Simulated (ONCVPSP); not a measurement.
**What one change does to a pseudopotential (Cl, ONCV)**

Cl, optimised norm-conserving Vanderbilt (ONCV), made with ONCVPSP 4.0.1 (PBE, non-relativistic). Core [Ne], reference 3s2 3p4.5 (charge +0.5). Waves: 3s: rc 1.30 bohr, ncon 4, nbas 7, qcut 4.7 1/bohr, 2 projectors, debl 2.6 Ha; 3p: rc 1.30 bohr, ncon 4, nbas 8, qcut 6.2 1/bohr, local. Local part: the p channel. Core correction: Teter function, fcfact 5, rcfact 1.75.

Change: all radii but the core radius scaled by about 1.22 (s 1.58, p 1.58 bohr).

Cutoffs: the cutoffs (Ha) at which the residual kinetic energy of the hardest occupied pseudo-wave falls to 1 and 0.1 mHa per electron; they do not see the model core or the augmentation charge, which bear on the density cutoff. Errors are all-electron minus pseudo energies relative to the spin-unpolarised reference configuration.

What does the change do?

The potential gets softer (43 Ha and 66 Ha → 21 Ha and 46 Ha); of the 4 tests that both files solve, the error grows in 2 and shrinks in 0 by more than 15 % and 0.3 meV (median size 1.0 → 2.6 meV); neither file shows a bound ghost. A larger radius leaves more room for a smooth pseudo-wave, so fewer plane waves are needed.

| quantity | base | changed |
| --- | --- | --- |
| cutoff, loose | 43 Ha | 21 Ha |
| cutoff, tight | 66 Ha | 46 Ha |
| loose cutoff by channel | s 43 Ha, p 13 Ha | s 21 Ha, p 7.7 Ha |
| bound ghosts | none | none |
| GHOST(+) flags under 300 eV | none | none |
| error for 3s2 3p5, meV [ΔE -5.59 eV] | +0.5 | +0.6 |
| error for 3s2 3p4, meV [ΔE 8.30 eV] | +0.5 | +0.7 |
| error for 3s2 3p3, meV [ΔE 33.76 eV] | +2.2 | +4.4 |
| error for 3s1 3p6, meV [ΔE 6.38 eV] | -1.5 | -5.1 |
| rms error of d²Exc/dni dnj with the model core, mHa | 4.28 | 4.52 |
